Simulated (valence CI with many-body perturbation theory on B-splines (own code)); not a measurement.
# Se27+: key properties

Level of theory: valence CI with perturbative core correlation (CI+MBPT): five valence electrons over a frozen Dirac-Fock core [He], a basis of 11 s, 11 p, 10 d, 8 f, 5 g, 2 h functions for each j, with the one-electron correlation potential Σ1, the two-electron term Σ2, the three-electron term Σ3, Breit, model QED; selected CI, second order for the rest, scaled by the run's own slope (own B-spline code, finite nucleus).

The last digits are not significant, and no measured levels were compared; by estimate large intervals hold to a few tenths of a per cent, small ones and those within an open d or f shell to about a per cent. Among the levels kept, up to 5300 cm⁻¹ of a level comes from second order outside the variational space, and about a tenth of that is noise between levels of different J, which matters for small intervals.

Levels are named by their leading jj configuration (3d3/2^4 stands for four electrons in 3d with j = 3/2), which in mixed levels can hold well under half, so a name can repeat and another be missing.

Rates and lifetimes use the calculated energies. Strong lines usually hold to 10 to 20 %, long lifetimes can be off by a factor of two.

What is the ground level?

(2s^2 2p1/2^2 2p3/2) J=3/2, composition 54 % 2s2 2p3 4S° + 31 % 2s2 2p3 2P° + 15 % 2s2 2p3 2D°, g = 1.608.

Among levels below 16247 × 10³ cm⁻¹, which E1 lines absorb most strongly from the ground level?

to (2s^2 2p1/2 2p3/2 3d3/2) J=3/2 at 0.6893 nm, f = 0.425; to (2s^2 2p1/2 2p3/2 3d3/2) J=5/2 at 0.6900 nm, f = 0.358; to (2s^2 2p1/2^2 3d5/2) J=5/2 at 0.7076 nm, f = 0.308.

How well does LS coupling describe the low levels?

Among the lowest 20 levels the leading LS term, summed over configurations, holds 74 % on average. For single configurations the figures are 73 % in LS and 87 % in jj coupling. Terms mix most in the J = 1/2 level at 1953.5 × 10³ cm⁻¹, where the leading one holds 41 %.

What is the ionisation energy?

2963.2 eV; NIST lists 2964 ± 22 eV (semi-empirical).

Name the longest-lived excited levels whose lifetime is computed, and their main decay.

(2s^2 2p1/2 2p3/2^2) J=5/2 at 390.46 × 10³ cm⁻¹ lives 10.1 μs, mostly by M1 to (2s^2 2p1/2^2 2p3/2) J=3/2; (2s^2 2p1/2 2p3/2^2) J=3/2 at 298.56 × 10³ cm⁻¹ lives 1.85 μs, mostly by M1 to (2s^2 2p1/2^2 2p3/2) J=3/2; (2s^2 2p1/2 2p3/2^2) J=1/2 at 513.93 × 10³ cm⁻¹ lives 1.29 μs, mostly by M1 to (2s^2 2p1/2^2 2p3/2) J=3/2.

Where does the other parity begin?

At (2s 2p1/2^2 2p3/2^2) J=5/2, 1225.7 × 10³ cm⁻¹.
